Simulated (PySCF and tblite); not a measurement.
Results of a calculation; reference values are marked as such.
System: C₆H₅ClO₂, numbered as in [OH:1][c:2]1[cH:3][c:4]([OH:5])[cH:6][c:7]([Cl:8])[cH:9]1.

The path came from a restrained scan, a climbing-image band and a saddle search at GFN2-xTB; energies are PBE0/pcSseg-1 + D3(BJ)//GFN2-xTB, thermal terms GFN2-xTB. Rate constants are transition-state-theory values, counting equivalent paths, without tunnelling. Programs: tblite and PySCF.

Estimate the barrier and the room-temperature rate of the rotation about the C2–O1 bond (torsion C3–C2–O1–H from 0° to 180°, rising).

The electronic barrier is 4.3 kcal/mol and ΔG‡(298 K) 3.6 kcal/mol, over a C1 saddle with an imaginary mode of 439i cm⁻¹ (GFN2-xTB). With 2 equivalent paths, k is 2.8×10¹⁰ s⁻¹, a mean lifetime of the start of 35 ps against this motion. The end lies 0.1 kcal/mol above the start in free energy.
